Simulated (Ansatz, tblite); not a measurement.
Cost and result up the ladder for Cu(AsH3)(SiH3) (CuSiAsH₆) (9 atoms). Charge 0, multiplicity 1. Geometry: PBE0-D4/def2-SVP.

```csv
atom,x (Å),y (Å),z (Å)
Cu1,-0.071,-0.025,0.024
As2,2.005,1.018,-0.404
H3,2.970,1.304,0.724
H4,2.058,2.391,-1.035
H5,3.005,0.360,-1.329
Si6,-2.081,-1.052,0.424
H7,-1.970,-2.475,0.909
H8,-2.984,-1.146,-0.781
H9,-2.934,-0.376,1.468
```

Ansatz on 4 threads of Arm Neoverse V2 on a shared host; xTB runs through tblite on one thread. Times are rough, summed over both states, and most runs start from the orbitals of an earlier one. PBE0-D4/def2-TZVP serves as the yardstick here, not as an exact answer. The other state is a triplet.

The xTB rows come from tblite.

xTB has no spin-polarisation term.

```
                          level  functions  vertical triplet (eV)  difference from PBE0-D4/def2-TZVP (eV)
               PBE-D4/def2-TZVP        166                   3.83                                   -0.08
PBE0-D4/def2-TZVP (with forces)        166                   3.91                                    0.00
                       GFN2-xTB         33                   3.73                                   -0.18
                       GFN1-xTB         39                   3.37                                   -0.54
```

Q: Estimate how long each takes.

A: GFN1-xTB 0.01 s; GFN2-xTB 0.01 s; PBE-D4/def2-TZVP 10 s; PBE0-D4/def2-TZVP (with forces) 21 s. On shared hardware such times vary by a factor of up to 3.
